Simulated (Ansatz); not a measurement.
Consider the isomerisation: `C=[C](O)[Al]([F])[F]` → `C[C]1(F)[O][Al]1[F]`.

Program: Ansatz. Geometries: PBE0-D4/def2-TZVP. ΔE: electronic, gas phase. CCSD(T)/CBS adds triple-zeta CCSD(T) − MP2 to the extrapolated MP2 energy (def2 sets, frozen cores). Functionals use def2-TZVPP. Each species was taken in one conformer, which may not be the lowest.

```tsv
level	ΔE (kJ/mol)
PBE0-D4	198.5
ωB97M-V	206.0
r2SCAN	198.7
HF/def2-TZVPP	244.0
SCS-MP2/def2-TZVPP	214.1
CCSD(T)/def2-TZVPP	212.1
SCS-MP2/def2-QZVPP	217.3
CCSD/CBS(def2)	219.9
```

Question: What does CCSD(T)/CBS give? (An estimate is asked.)

Answer: Ansatz gave: +215.3 kJ/mol. The listed levels differ from it by -16.8, -9.3, -16.6, 28.7, -1.2, -3.2, 2.0, 4.6 kJ/mol.

Largest T1 diagnostic among the species: 0.015.

From PBE to PBE0 (25 % exact exchange), in def2-TZVPP and without D4, ΔE moves by +8.4 kJ/mol. In def2-TZVPP, CCSD(T) changes the Hartree–Fock value by −31.9 kJ/mol (the triples alone add −4.6 kJ/mol) and MP2 by −32.7 kJ/mol.
